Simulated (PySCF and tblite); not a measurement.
Values are calculated unless marked as measured or tabulated.
C₅H₇BrSi, numbered as in [Br:1][C:2]1=[CH:3][CH2:4][CH:5]=[CH:6][SiH2:7]1.

Level: PBE0-D3(BJ)/def2-SVP (IEF-PCM, chloroform)//GFN2-xTB, thermal terms from GFN2-xTB, symmetry numbers and mirror pairs counted. Conformers within 2.5 kcal/mol (GFN2-xTB free energy) were kept, 3 at most. GIAO shieldings: KT3/pcSseg-1 (IEF-PCM, chloroform). Shifts are against TMS (¹H), TMS (¹³C), TMS (²⁹Si) at the same level. Programs: PySCF with density fitting and tblite.

Task: Predict the averaged NMR shifts at 298.15 K.

Result: ¹H: 7.09 (H3, 1H), 6.98 (H5, 1H), 5.89 (H6, 1H), 4.61 (H7, 2H), 3.63 (H4, 2H) ppm. ¹³C: 144.4 (C3), 144.1 (C5), 126.8 (C2), 113.2 (C6), 42.6 (C4) ppm. ²⁹Si: -70.9 (Si7) ppm.

Spin–orbit effects of the heavy atoms on shieldings are missing. At a carbon that bears Br the missing effect is some 10 ppm, beside I tens of ppm. Unscaled ²⁹Si shifts at such levels can be off by tens of ppm; differences between conformers or isomers are more reliable. Shifts are unscaled: against experiment ¹³C can be off by 15 ppm or more and ¹H by 0.8 ppm.
